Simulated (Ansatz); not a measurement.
Isolated molecules relaxed with PBE0-D4/def2-TZVP in Ansatz; ΔE leaves out vibrations. CCSD(T)/CBS adds triple-zeta CCSD(T) − MP2 to the extrapolated MP2 energy (def2 sets, frozen cores). This one scheme is used for every species. DFT in def2-TZVPP. B3LYP here is the variant with VWN-RPA as its local correlation; programs differ in this. HSE06 is defined as in plane-wave codes. Triplets are unrestricted, without spin–orbit coupling. Each species was taken in one conformer, which may not be the lowest.

Consider the formal loss of a carbene: `FCC(F)(F)C(F)(F)F` → hexafluoroethane + `[CH2]` (triplet).

`FCC(F)(F)C(F)(F)F`:

Cartesian coordinates in Å:
```
F -0.765 -1.213 1.961
C -0.519 -1.013 0.634
C 0.100 0.360 0.451
F 1.248 0.455 1.146
F -0.737 1.316 0.897
C 0.419 0.671 -1.027
F 0.947 1.877 -1.151
F -0.694 0.612 -1.757
F 1.281 -0.226 -1.507
H 0.177 -1.775 0.274
H -1.457 -1.065 0.078
```

`FC(F)(F)C(F)(F)F`:

Cartesian coordinates in Å:
```
F 0.400 -1.432 -0.917
C -0.220 -0.742 0.029
F -1.529 -0.831 -0.156
F 0.088 -1.255 1.212
C 0.220 0.742 -0.029
F -0.089 1.256 -1.211
F -0.399 1.432 0.918
F 1.529 0.831 0.154
```

`[CH2]` (triplet):

```xyz
3

C     0.010   -0.186    0.204
H     0.967    0.276    0.019
H    -0.977   -0.090   -0.222
```

```json
{"level": "LDA (SPW92)", "ΔE (kJ/mol)": "460.4", "difference from CCSD(T)/CBS": "65.0"}
{"level": "PBE-D4", "ΔE (kJ/mol)": "397.4", "difference from CCSD(T)/CBS": "2.0"}
{"level": "revPBE-D4", "ΔE (kJ/mol)": "384.3", "difference from CCSD(T)/CBS": "-11.1"}
{"level": "BLYP-D4", "ΔE (kJ/mol)": "390.1", "difference from CCSD(T)/CBS": "-5.3"}
{"level": "r2SCAN-D4", "ΔE (kJ/mol)": "367.0", "difference from CCSD(T)/CBS": "-28.4"}
{"level": "B97M-V", "ΔE (kJ/mol)": "390.1", "difference from CCSD(T)/CBS": "-5.3"}
{"level": "PBE0-D4", "ΔE (kJ/mol)": "387.3", "difference from CCSD(T)/CBS": "-8.1"}
{"level": "B3LYP-D4", "ΔE (kJ/mol)": "388.7", "difference from CCSD(T)/CBS": "-6.7"}
{"level": "r2SCANh-D4", "ΔE (kJ/mol)": "364.8", "difference from CCSD(T)/CBS": "-30.6"}
{"level": "r2SCAN0-D4", "ΔE (kJ/mol)": "361.9", "difference from CCSD(T)/CBS": "-33.5"}
{"level": "HSE06-D4", "ΔE (kJ/mol)": "387.3", "difference from CCSD(T)/CBS": "-8.1"}
{"level": "BHLYP-D4", "ΔE (kJ/mol)": "376.4", "difference from CCSD(T)/CBS": "-19.0"}
{"level": "CAM-B3LYP-D4", "ΔE (kJ/mol)": "393.4", "difference from CCSD(T)/CBS": "-2.0"}
{"level": "ωB97X-V", "ΔE (kJ/mol)": "406.2", "difference from CCSD(T)/CBS": "10.8"}
{"level": "ωB97M-V", "ΔE (kJ/mol)": "396.2", "difference from CCSD(T)/CBS": "0.8"}
{"level": "B2PLYP", "ΔE (kJ/mol)": "384.1", "difference from CCSD(T)/CBS": "-11.3"}
{"level": "PBE", "ΔE (kJ/mol)": "391.1", "difference from CCSD(T)/CBS": "-4.3"}
{"level": "revPBE", "ΔE (kJ/mol)": "365.5", "difference from CCSD(T)/CBS": "-29.9"}
{"level": "BLYP", "ΔE (kJ/mol)": "376.7", "difference from CCSD(T)/CBS": "-18.7"}
{"level": "r2SCAN", "ΔE (kJ/mol)": "365.2", "difference from CCSD(T)/CBS": "-30.2"}
{"level": "PBE0", "ΔE (kJ/mol)": "381.9", "difference from CCSD(T)/CBS": "-13.5"}
{"level": "B3LYP", "ΔE (kJ/mol)": "378.9", "difference from CCSD(T)/CBS": "-16.5"}
{"level": "r2SCANh", "ΔE (kJ/mol)": "363.0", "difference from CCSD(T)/CBS": "-32.4"}
{"level": "r2SCAN0", "ΔE (kJ/mol)": "359.9", "difference from CCSD(T)/CBS": "-35.5"}
{"level": "HSE06", "ΔE (kJ/mol)": "382.4", "difference from CCSD(T)/CBS": "-13.0"}
{"level": "BHLYP", "ΔE (kJ/mol)": "369.5", "difference from CCSD(T)/CBS": "-25.9"}
{"level": "CAM-B3LYP", "ΔE (kJ/mol)": "388.0", "difference from CCSD(T)/CBS": "-7.4"}
{"level": "LC-ωPBE", "ΔE (kJ/mol)": "380.4", "difference from CCSD(T)/CBS": "-15.0"}
{"level": "RPA@PBE/def2-TZVPP", "ΔE (kJ/mol)": "382.0", "difference from CCSD(T)/CBS": "-13.4"}
{"level": "HF/def2-SVP", "ΔE (kJ/mol)": "248.4", "difference from CCSD(T)/CBS": "-147.0"}
{"level": "MP2/def2-SVP", "ΔE (kJ/mol)": "369.7", "difference from CCSD(T)/CBS": "-25.7"}
{"level": "CCSD/def2-SVP", "ΔE (kJ/mol)": "359.6", "difference from CCSD(T)/CBS": "-35.8"}
{"level": "CCSD(T)/def2-SVP", "ΔE (kJ/mol)": "366.6", "difference from CCSD(T)/CBS": "-28.8"}
{"level": "MP2/def2-TZVPP", "ΔE (kJ/mol)": "390.3", "difference from CCSD(T)/CBS": "-5.1"}
{"level": "SCS-MP2/def2-TZVPP", "ΔE (kJ/mol)": "395.1", "difference from CCSD(T)/CBS": "-0.3"}
{"level": "CCSD/def2-TZVPP", "ΔE (kJ/mol)": "371.3", "difference from CCSD(T)/CBS": "-24.1"}
{"level": "CCSD(T)/def2-TZVPP", "ΔE (kJ/mol)": "381.9", "difference from CCSD(T)/CBS": "-13.5"}
{"level": "HF/def2-QZVPP", "ΔE (kJ/mol)": "245.8", "difference from CCSD(T)/CBS": "-149.6"}
{"level": "MP2/def2-QZVPP", "ΔE (kJ/mol)": "398.0", "difference from CCSD(T)/CBS": "2.6"}
{"level": "HF/CBS(def2)", "ΔE (kJ/mol)": "245.8", "difference from CCSD(T)/CBS": "-149.6"}
{"level": "CCSD(T)/CBS", "ΔE (kJ/mol)": "395.4", "difference from CCSD(T)/CBS": "0"}
```

(1) What do rigid-rotor, harmonic-oscillator terms from PBE0-D4/def2-TZVP frequencies (298.15 K, 1 bar) make of the CCSD(T)/CBS value? (Best estimate.)

Largest T1 diagnostic among the species: 0.012.

## Answers

(1) The calculation gave: ΔZPE = -29.2 kJ/mol, ΔH = +372.1 kJ/mol, ΔS = 147 J/(mol·K), ΔG = +328.2 kJ/mol. Open shells count their whole term as degenerate.

In def2-TZVPP, CCSD(T) changes the Hartree–Fock value by +135.8 kJ/mol (the triples alone add +10.6 kJ/mol) and MP2 by +144.2 kJ/mol. The D4 term adds +9.8 kJ/mol with B3LYP and +5.3 kJ/mol with PBE0; it sums over pairs of atoms, weighted by their polarisabilities, and B3LYP, whose exchange is more repulsive, gets the larger term. From r2SCAN to r2SCAN0 (25 % exact exchange), in def2-TZVPP and without D4, ΔE moves by −5.4 kJ/mol.
